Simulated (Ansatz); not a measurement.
Reaction: NaOH (SMILES [OH][Na]) → NaOH (parent SMILES [OH][Na], triplet)
Each species at its own B3LYP-D3(BJ)/def2-TZVP minimum (Ansatz, a first-principles code).

Total energies in hartree (Ansatz). Open shells are spin-unrestricted; no spin-orbit coupling. Cores are frozen in correlated methods. No relativity. The spin of HNaO (parent SMILES [OH][Na], triplet) was assumed, and the state is the lowest solution found for it.

```tsv
species	HF/def2-TZVPP	CCSD(T)/def2-TZVPP	HF/def2-QZVPP	CCSD(T)/def2-QZVPP	CCSDT(Q)/def2-QZVPP
1: NaOH (SMILES [OH][Na])	-237.33458	-237.61218	-237.34604	-237.64646	-237.64700
2: NaOH (parent SMILES [OH][Na], triplet)	-237.27650	-237.49665	-237.28681	-237.52460	-237.52518
```

Q: Work out the adiabatic triplet-singlet gap (electronic) in kcal/mol: take Hartree-Fock from def2-QZVPP, extrapolate the CCSD(T) correlation energy as X^-3 (X = 3, 4), and add CCSDT(Q) - CCSD(T) in def2-QZVPP. 1 hartree = 627.51 kcal/mol.

A: 
Species 1: correlation (64·(-0.30042) - 27·(-0.27760))/37 = -0.31707; step -0.00054; E1 = -237.34604 + (-0.31707) + (-0.00054) = -237.66365
Species 2: correlation (64·(-0.23779) - 27·(-0.22015))/37 = -0.25066; step -0.00058; E2 = -237.28681 + (-0.25066) + (-0.00058) = -237.53805
-1·E1 +1·E2 = 0.12560 hartree = 78.8 kcal/mol.
